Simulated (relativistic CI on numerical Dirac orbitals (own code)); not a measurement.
**Spin-allowed bands of a d2 ion in an octahedral site, by hand**

Problem. Take Δ = 19600 cm⁻¹ and B = 560 cm⁻¹ for a d2 ion in an octahedral site. Calculate the three spin-allowed bands.

Working.
1. The terms of highest spin are 3F (energy 0) and 3P (15B = 8400 cm⁻¹). Here the F term splits into A2 at +1.2Δ = 23520, T2 at +0.2Δ = 3920 and T1 at −0.6Δ = -11760 cm⁻¹.
2. The two T1 states mix through the element 0.4Δ: H = [[-11760, 7840], [7840, 8400]], with roots ½(H₁₁ + H₂₂) ∓ ½√[(H₂₂ − H₁₁)² + 4H₁₂²] = ½(-3360) ∓ ½(25540) = -14450 and 11090 cm⁻¹.
3. The ground term is 3T1 at -14450 cm⁻¹.
4. Bands: 3T2 18370 cm⁻¹ (544 nm), 3T1(P) 25540 cm⁻¹ (392 nm), 3A2 37970 cm⁻¹ (263 nm).

Check. Exact diagonalisation of the whole d2 shell with these parameters gives 3T2 18370, 3T1 25540, 3A2 37970 cm⁻¹. The match is exact, since without spin-orbit coupling no other term has this spin. The ratio of the second band to the first, 1.390, depends on Δ/B = 35.0 alone, which is how a Tanabe-Sugano diagram is read.
